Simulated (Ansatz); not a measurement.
Reaction (formal exchange of groups at the Si–S bond): `O[SiH](F)S[SiH2]F` + `[BH2][GaH][CH3]` → `[BH2][GaH][CH2][SiH2]F` + `O[SiH](F)S`

Gas-phase electronic energies from Ansatz, PBE0-D4/def2-TZVP geometries. CBS: MP2 limit from def2 TZ/QZ plus the TZ coupled-cluster correction, frozen cores. Functionals use def2-TZVPP. B3LYP here is the variant with VWN-RPA as its local correlation; programs differ in this. For Ga outer-core shells are correlated without core-valence functions, which leaves a few kJ/mol of doubt a bond. Scalar relativity is left out up to krypton. Each species was taken in one conformer, which may not be the lowest.

`O[SiH](F)S[SiH2]F`:

```xyz
10

O     1.788    0.968    0.414
Si    0.949    0.755   -0.955
F     1.256   -0.685   -1.564
S    -1.162    0.900   -0.657
Si   -1.406   -0.789    0.597
F    -0.352   -0.694    1.810
H     1.461    0.555    1.218
H     1.363    1.780   -1.923
H    -1.125   -2.063   -0.093
H    -2.773   -0.727    1.153
```

`[BH2][GaH][CH3]`:

```xyz
9

B    -0.451    1.332   -1.454
Ga    0.647    0.191   -0.122
C    -0.118   -1.107    1.156
H    -0.868    2.421   -1.174
H    -0.710    0.954   -2.562
H     2.225    0.322   -0.081
H    -1.207   -1.140    1.146
H     0.263   -2.106    0.923
H     0.219   -0.868    2.168
```

`[BH2][GaH][CH2][SiH2]F`:

```xyz
12

B    -2.010   -0.380    0.290
Ga   -0.907    1.270   -0.289
C     1.048    0.788   -0.471
Si    1.291   -0.877    0.254
F    -0.184   -1.593    0.330
H    -2.256   -0.586    1.444
H    -2.543   -1.089   -0.513
H    -1.254    2.767   -0.620
H     1.271    0.805   -1.544
H     1.669    1.553    0.002
H     2.104   -1.830   -0.539
H     1.770   -0.828    1.658
```

`O[SiH](F)S`:

Z-matrix (Å, degrees):
```
Si
F 1 1.594
S 1 2.124 2 107.3
O 1 1.624 2 112.2 3 -119.5
H 1 1.470 2 107.1 3 123.8
H 3 1.344 1 93.3 2 34.3
H 4 0.959 1 118.6 2 71.2
```

```csv
level,ΔE (kJ/mol)
PBE-D4,47.2
B3LYP-D4,50.7
B2PLYP,50.6
SCS-MP2/def2-QZVPP,51.9
```

Problem. What does CCSD(T)/CBS give? (Estimate.)

Solution. Ansatz gave: +48.4 kJ/mol. The listed levels differ from it by -1.2, 2.3, 2.2, 3.5 kJ/mol.

Largest T1 diagnostic among the species: 0.013.

In def2-TZVPP, CCSD(T) changes the Hartree–Fock value by −17.6 kJ/mol (the triples alone add −1.7 kJ/mol) and MP2 by −15.0 kJ/mol.

CCSD(T)/CBS has its own doubt, a few kJ/mol and more with outer-core shells, so smaller differences from it don't rank the levels.
